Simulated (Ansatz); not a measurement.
`C1=Cc2cc3cc4cccc4ccc3c2=C1` with charge -1. Total charge -1; doublet. Geometry PBE-D4/def2-SVP, that of the neutral singlet; atoms count from 1.

```xyz
26

C     1.7310   -3.5453    2.2207
C     1.2882   -3.8898    0.9489
C     0.7633   -2.6785    0.3522
C     0.1767   -2.1628   -0.7890
C    -0.0786   -0.7373   -0.6075
C    -0.6639    0.0707   -1.5804
C    -0.9568    1.4482   -1.5181
C    -1.5530    2.2100   -2.5450
C    -1.6855    3.5599   -2.1058
C    -1.1783    3.6680   -0.8067
C    -0.7099    2.3779   -0.3896
C    -0.1379    2.0997    0.8507
C     0.3537    0.8753    1.3602
C     0.3873   -0.3716    0.7370
C     0.9086   -1.5981    1.3177
C     1.4981   -2.1239    2.4603
H     2.1882   -4.2299    2.9483
H     1.3303   -4.8854    0.4893
H    -0.0763   -2.7039   -1.7133
H    -0.9342   -0.4318   -2.5260
H    -1.8618    1.8152   -3.5226
H    -2.1167    4.3794   -2.6968
H    -1.1358    4.5762   -0.1909
H    -0.0573    2.9624    1.5350
H     0.7642    0.9103    2.3826
H     1.7562   -1.5948    3.3885
```

Question: Estimate the Mulliken populations from the PBE0/def2-SVP orbitals of Ansatz.

Answer: 
| atom | charge (e) | spin (α − β) |
| --- | --- | --- |
| C1 | -0.07 | -0.11 |
| C2 | -0.06 | 0.27 |
| C3 | 0.02 | -0.09 |
| C4 | -0.09 | 0.35 |
| C5 | -0.02 | -0.08 |
| C6 | -0.03 | 0.02 |
| C7 | 0.01 | 0.00 |
| C8 | -0.10 | 0.10 |
| C9 | -0.03 | -0.03 |
| C10 | -0.08 | 0.10 |
| C11 | 0.01 | -0.06 |
| C12 | -0.05 | 0.23 |
| C13 | -0.08 | -0.14 |
| C14 | 0.07 | 0.26 |
| C15 | -0.03 | -0.10 |
| C16 | -0.10 | 0.33 |
| H17 | -0.04 | 0.00 |
| H18 | -0.04 | -0.01 |
| H19 | -0.04 | -0.02 |
| H20 | -0.03 | 0.00 |
| H21 | -0.04 | -0.01 |
| H22 | -0.04 | 0.00 |
| H23 | -0.04 | -0.01 |
| H24 | -0.03 | -0.01 |
| H25 | -0.02 | 0.01 |
| H26 | -0.04 | -0.02 |
Mulliken values depend strongly on the basis.

Question: Where does the spin sit?

Answer: Summed by element: C 1.06, H -0.06, of 1 unpaired in all. Largest on single atoms: C4 0.35, C16 0.33, C2 0.27.

Question: And the Mayer bond orders between heavy atoms (over 0.3)?

Answer: C1–C2 1.46 (1.39 Å); C1–C16 1.24 (1.46 Å); C2–C3 1.16 (1.45 Å); C3–C4 1.36 (1.38 Å); C3–C15 1.19 (1.46 Å); C4–C5 1.16 (1.46 Å); C5–C6 1.44 (1.39 Å); C5–C14 1.09 (1.47 Å); C6–C7 1.30 (1.41 Å); C7–C8 1.32 (1.41 Å); C7–C11 1.10 (1.48 Å); C8–C9 1.33 (1.43 Å); C9–C10 1.36 (1.40 Å); C10–C11 1.31 (1.43 Å); C11–C12 1.34 (1.39 Å); C12–C13 1.38 (1.41 Å); C13–C14 1.38 (1.39 Å); C14–C15 1.17 (1.45 Å); C15–C16 1.39 (1.39 Å).
